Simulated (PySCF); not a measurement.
CHO, doublet, geometry from GFN2-xTB. Base run: PBE/aug-cc-pVDZ (PySCF).

Geometry (Å):
```xyz
3

C      0.0508     0.5856     0.0113
O      0.0658    -0.5941    -0.0134
H     -0.8312     1.2394     0.0392
```
Charge 0, spin multiplicity 2.
Orbitals are unrestricted.
All else is at PySCF's defaults.
Base energy -113.74375 Eh.

Variants of this job, named by their change:

```json
[
 {"change": "base", "ΔE vs base (µEh)": "0.0", "SCF cycles": "9", "<S^2>": "0.752", "outcome": "converged"},
 {"change": "DIIS = EDIIS", "ΔE vs base (µEh)": "-", "SCF cycles": "50", "<S^2>": "-", "outcome": "not converged"},
 {"change": "conv_tol = 1e-12", "ΔE vs base (µEh)": "0.0", "SCF cycles": "12", "<S^2>": "0.752", "outcome": "converged"},
 {"change": "level_shift = 0.1 (with mf.max_cycle = 100)", "ΔE vs base (µEh)": "0.0", "SCF cycles": "11", "<S^2>": "0.752", "outcome": "converged"},
 {"change": "diis_space = 20", "ΔE vs base (µEh)": "0.0", "SCF cycles": "9", "<S^2>": "0.752", "outcome": "converged"},
 {"change": "init_guess = huckel", "ΔE vs base (µEh)": "0.0", "SCF cycles": "13", "<S^2>": "0.752", "outcome": "converged"},
 {"change": "diis = off; damp = 0.3 (with mf.diis_start_cycle = 200; with mf.max_cycle = 150)", "ΔE vs base (µEh)": "-", "SCF cycles": "150", "<S^2>": "-", "outcome": "not converged"},
 {"change": "diis = off; damp = 0.6 (with mf.diis_start_cycle = 200; with mf.max_cycle = 150)", "ΔE vs base (µEh)": "0.0", "SCF cycles": "35", "<S^2>": "0.752", "outcome": "converged"},
 {"change": "level_shift = 1.0 (with mf.max_cycle = 100)", "ΔE vs base (µEh)": "0.0", "SCF cycles": "37", "<S^2>": "0.752", "outcome": "converged"},
 {"change": "conv_tol = 1e-6", "ΔE vs base (µEh)": "0.1", "SCF cycles": "7", "<S^2>": "0.752", "outcome": "converged"},
 {"change": "conv_tol = 1e-4", "ΔE vs base (µEh)": "1.6", "SCF cycles": "6", "<S^2>": "0.752", "outcome": "converged"},
 {"change": "conv_tol_grad = 1e-3", "ΔE vs base (µEh)": "0.0", "SCF cycles": "9", "<S^2>": "0.752", "outcome": "converged"},
 {"change": "diis_space = 12", "ΔE vs base (µEh)": "0.0", "SCF cycles": "9", "<S^2>": "0.752", "outcome": "converged"}
]
```

Open shells are given as the SCF converged; they aren't shown to be the lowest states, and a large step between rows can be another state.
